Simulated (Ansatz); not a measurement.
Basis sets compared for the cluster Na6Cd⁺. The state is a doublet with charge 1. Geometry PBE/def2-SVP. Ansatz on 4 threads of Arm Neoverse V1 on a shared host; times are rough, and most runs start from earlier orbitals.

Cartesian coordinates in Å:
```
Cd 6.0482 -0.8360 -0.1937
Na -3.3641 -1.7864 0.4485
Na 0.1511 -2.9256 0.5384
Na -0.6682 0.4215 -0.0180
Na -3.8231 1.9245 -0.1330
Na 2.7289 -0.6766 -0.0186
Na -1.0728 3.8786 -0.6236
```

In the def2 sets Cd takes a core potential; there is no spin–orbit coupling. Another isomer (doublet) lies 0.70 eV lower at PBE0/def2-TZVP; other spin states weren't run for this one.

```csv
level,functions,energy (Eh),HOMO (eV),LUMO (eV),wall time
PBE/def2-SVP,121,-1140.3302,-5.86,-5.46,4.8 s
PBE0/def2-SVP,121,-1140.4029,-6.26,-4.92,9.5 s
```

Problem. Estimate the rows for PBE/def2-TZVP (with forces), PBE0/def2-TZVP.

Solution. 
| level | functions | energy (Eh) | HOMO (eV) | LUMO (eV) | wall time |
| --- | --- | --- | --- | --- | --- |
| PBE/def2-TZVP (with forces) | 232 | -1140.7317 | -5.91 | -5.50 | 9.5 s |
| PBE0/def2-TZVP | 232 | -1140.7991 | -6.31 | -4.95 | 19 s |
